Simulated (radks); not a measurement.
The xenon ion Xe+, 53 electrons, occupied as [Kr] 4d10 5s2 5p5. Calculated with a radial shooting solver on a logarithmic mesh with Libxc functionals: scalar-relativistic Kohn-Sham, PBE, spin-polarised, spherical densities, finite nucleus; open shells are filled with parallel spins first (spin-orbit coupling, left out, can overturn this in heavy ions); Fermi nuclear charge, rms radius 4.7859 fm.

Unscreened Slater integrals over Kohn-Sham orbitals (cm^-1). They are taken over the spin-up orbitals.

F0(5p,5p): 90663
F2(5p,5p): 48718
F0(5p,5s): 98086
G1(5p,5s): 64770
F0(5p,4d): 114000
F2(5p,4d): 30959
G1(5p,4d): 9275.5
G3(5p,4d): 8686.9
F0(5s,5s): 108230
F0(5s,4d): 132650
G2(5s,4d): 15591
F0(4d,4d): 225950
F2(4d,4d): 114570
F4(4d,4d): 76177

Derived for the open shells (J is the average intra-shell exchange parameter used in DFT+U). 5p: J = F2/5 = 9744 cm^-1.
